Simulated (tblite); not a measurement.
Species: C8H18P (charge +1).
Structure used (GFN2-xTB), in Å, numbered top down from 1:
```xyz
27
C8H18P angstrom
C      2.109    0.004   -1.579
C      1.806   -0.281   -0.318
C      2.529   -1.260    0.550
P      0.418    0.560    0.484
C      0.460    2.336    0.157
C     -1.235   -0.206    0.128
C     -1.136   -1.682    0.511
C     -1.539   -0.047   -1.359
C     -2.266    0.517    0.992
H      2.927   -0.486   -2.081
H      1.566    0.733   -2.159
H      3.051   -0.736    1.352
H      1.838   -1.965    1.010
H      3.262   -1.815   -0.029
H      0.630    0.407    1.841
H      0.251    2.531   -0.895
H     -0.279    2.846    0.775
H      1.455    2.714    0.396
H     -0.853   -1.800    1.557
H     -2.104   -2.159    0.373
H     -0.416   -2.204   -0.117
H     -1.609    1.001   -1.644
H     -2.496   -0.514   -1.583
H     -0.780   -0.534   -1.970
H     -3.232    0.029    0.884
H     -1.993    0.483    2.047
H     -2.386    1.555    0.690
```

Level: GFN2-xTB in tblite, geometry and Hessian alike; calculated harmonic values, unscaled, isolated species. The method is semi-empirical: single wavenumbers can be off by several per cent or more. Modes of hydrogen on phosphorus can be 10 to 20 % off. One conformer, not necessarily the lowest.

Harmonic wavenumbers (cm⁻¹): 37.9, 60.2, 103.2, 126.7, 153.1, 167.3, 180.6, 208.7, 225.9, 237.6, 251.6, 268.2, 307.7, 339.3, 363.3, 388.4, 393.9, 438.9, 588.5, 665.5, 679.4, 739.2, 806.4, 814.1, 837.3, 882.3, 921.4, 926.6, 930.3, 956.3, 958.8, 960.0, 998.1, 1016.1, 1017.3, 1031.4, 1177.4, 1178.8, 1224.1, 1231.1, 1307.7, 1378.4, 1389.9, 1392.7, 1401.5, 1406.1, 1406.7, 1426.6, 1449.5, 1453.3, 1466.3, 1470.0, 1473.9, 1487.5, 1490.6, 1492.1, 1671.6, 2388.7, 2992.5, 2994.7, 2996.7, 3000.7, 3010.6, 3014.2, 3015.3, 3020.5, 3023.9, 3026.1, 3032.2, 3044.7, 3045.5, 3049.1, 3060.1, 3097.5, 3128.1.

A = 1766, B = 1041, C = 907.9 MHz; mass 145.115 u (most abundant isotopes); point group C1, symmetry number 1.

What is the zero-point energy?

Half the sum of the wavenumbers: 51649 cm⁻¹ = 147.67 kcal/mol.

What is S at 273.15 K and 1 bar for an ideal gas of classical rigid rotors and harmonic oscillators?

Translation 40.42, rotation 29.38, vibration 39.18: S = 109.0 cal/(mol K).

And Cp and H(273.15 K) − H(0)?

Cp = 48.61 cal/(mol K), of which vibrations give 40.66 (their classical limit is 75 R = 149.0); H(273.15 K) − H(0) = 7.93 kcal/mol without the zero-point energy, 5.76 from vibrations.

Blend soft modes into free rotors: weight 1/[1 + (100 cm⁻¹/ν̃)⁴] for the oscillator and the rest for a rotor with moment μB/(μ + B), μ = h/(8π²ν), B = 10⁻⁴⁴ kg m². What vibrational entropy results?

36.59 cal/(mol K) in place of 39.18, which changes −T·S at 273.15 K by +0.71 kcal/mol.

What must be added to the electronic energy to get the Gibbs energy at 273.15 K and 1 bar?

ZPE + [H(273.15 K) − H(0)] − T·S = 147.67 + 7.93 − 29.77 = 125.83 kcal/mol.

Which modes carry the vibrational entropy at 273.15 K?

37.9 cm⁻¹: 5.19; 60.2 cm⁻¹: 4.28; 103.2 cm⁻¹: 3.22; 126.7 cm⁻¹: 2.83; 153.1 cm⁻¹: 2.47; 167.3 cm⁻¹: 2.30 cal/(mol K); the other 69 give 18.89 together.

Hindered rotation and anharmonicity are outside this model. Other conformers, if any are populated, would add a mixing term that is left out. The structure is chiral; the term R ln 2 for an equal mix with its mirror image is left out.
